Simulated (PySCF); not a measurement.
## Radial density of Bi⁷⁵⁺ (bismuth, charge +75)

BHandHLYP, [He] 2s2 2p4, high-spin 3P determinant. Computed with PySCF 2.14 in an even-tempered Gaussian basis (18 s from 56 bohr⁻², ratio 2.2; 13 p from 72 bohr⁻², ratio 2.2; 5 d from 280 bohr⁻², ratio 2.4; 5 f from 420 bohr⁻², ratio 2.4; 4 g from 630 bohr⁻², ratio 2.4), with the spin-free X2C one-electron Hamiltonian (Gaussian nucleus).

| r (bohr) | 4πr²ρ (e/bohr) | 4πr²(ρα − ρβ) |
| --- | --- | --- |
| 0.0135 | 102.6 | 5.5513 |
| 0.0227 | 75.10 | 16.5606 |
| 0.0381 | 90.06 | 30.8488 |
| 0.0641 | 81.88 | 25.3730 |
| 0.108 | 17.46 | 5.1875 |
| 0.181 | 0.3193 | 0.0999 |
| 0.305 | 0.0001265 | 0.0000 |

Densities and radii are taken from the X2C orbitals without a picture-change correction, which distorts them close to the nucleus.

Spin-orbit coupling is strong in this species (close to jj coupling), so the high-spin LS determinant is a model state, not a physical level.
